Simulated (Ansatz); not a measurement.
**Match the barriers**

Saddle point of AlH5SO2, closed shell (AlH₃SO₂ ([OH][Al]([OH])[SH]) + H₂ → AlH₃O₂ ([OH][AlH][OH]) + H₂S (still joined by a long Al–S bond); bonds formed: Al1–H6, S2–H5; bonds broken: H5–H6; bonds weakened to dative contacts: Al1–S2), PBE0-D4/def2-TZVP structure:

| atom | x (Å) | y (Å) | z (Å) |
| --- | --- | --- | --- |
| Al1 | -0.3588 | -0.0548 | 0.1314 |
| S2 | 1.4925 | 1.2016 | -0.6961 |
| O3 | -0.0017 | -1.6611 | -0.2903 |
| O4 | -1.8382 | 0.7543 | -0.0250 |
| H5 | 1.0599 | 0.9404 | 0.8040 |
| H6 | 0.3370 | 0.4385 | 1.5964 |
| H7 | 2.2415 | 0.0840 | -0.6864 |
| H8 | -0.5345 | -2.4116 | -0.0367 |
| H9 | -2.3977 | 0.7087 | -0.7973 |

Ansatz 0.2.0; basis: def2-TZVPP, with def2-QZVPP for the basis limit; cores frozen in the correlated methods. Extrapolation: Hartree–Fock as exp(−7.88 √X), correlation as X^−2.97. Four methods, as single points on the PBE0-D4 structures, gave these electronic barriers from the start structure: 22.47, 25.21, 31.15, 39.55 kcal/mol.

(1) The methods were, in alphabetical order, BHLYP-D4, HF, PBE-D4, PBE0-D4. Which gave which? (Judge from chemistry; the calculation decides.)

T1 diagnostic: at most 0.013.

## Answers

(1) Computed: PBE-D4 22.47; PBE0-D4 25.21; BHLYP-D4 31.15; HF 39.55 kcal/mol. For comparison, CCSD(T) at an estimated basis limit (MP2 extrapolated from triple and quadruple zeta, plus CCSD(T) − MP2 in triple zeta) gives 30.50 kcal/mol.

Labels in which every atom is bracketed show which atoms are joined, not bond orders.

For scale, one of the runs: CCSD(T)/def2-TZVPP, 216 basis functions, launched by `ansatz run in.yaml --threads 4 --pin off --events-out ev --progress --plain --max-ram 9574MiB`. Time: 53 s of wall clock on 4 CPU threads of an Arm Neoverse V2; the host was shared. Peak host memory: 3.1 GiB.
